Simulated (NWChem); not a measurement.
# C2H8OSi; SMILES C[SiH](C)O

```xyz
12

Si     0.0790     0.3574     0.0000
C     -0.8484    -0.2011    -1.5452
C     -0.8484    -0.2011     1.5452
O      1.6694    -0.1762     0.0000
H      0.2097     1.8381     0.0000
H     -0.9632    -1.2917    -1.5864
H     -0.3266     0.1150    -2.4556
H     -1.8557     0.2340    -1.5696
H     -0.3266     0.1150     2.4556
H     -0.9632    -1.2917     1.5864
H     -1.8557     0.2340     1.5696
H      1.8011    -1.1343     0.0000
```
Atoms are numbered in this order, from 1.

Computed with NWChem. Pople sets run with spherical d functions. All runs use the structure optimised with B3LYP/6-31G* (spherical d). Level SCAN/6-31G*: energy and gradient on several grids; changes count from the extra-fine grid, which is no exact limit either.

| grid | size of the energy change (μHa) | largest change of a gradient component (μHa/bohr) | time, medium = 1 (rough) |
|---|---|---|---|
| xcoarse | 30000 | 4000 | about 1 |
| coarse | 5000 | 1000 | about 1 |
| medium | 6000 | 600 | about 1 |
| fine | 200 | 500 | about 1 |
| xfine | < 10 | < 30 | 2 |
